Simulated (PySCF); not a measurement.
Stepwise substitution at one centre (B CH3-I). Isolated molecules, 0 K electronic values unless said otherwise. Strings in code marks are SMILES.

The four lowest singlet excitations (Tamm–Dancoff). All values below come from PySCF 2.14.0 with PBE-D3(BJ)/def2-TZVP // PBE0-D3(BJ)/def2-TZVP. Excitations are Tamm–Dancoff values on a coarser integration grid. The basis has no diffuse functions, so Rydberg states are missing or too high.

```csv
state,energy (eV),wavelength (nm),oscillator strength
S1,6.12,203,0.000
S2,6.13,202,0.000
S3,7.30,170,0.063
S4,7.31,170,0.061
```

**Question.** Which member gives these states?
A) `IB(I)I`
B) `CB(C)I`
C) `CB(I)I`
D) `CB(C)C`

**Answer.** D, `CB(C)C`
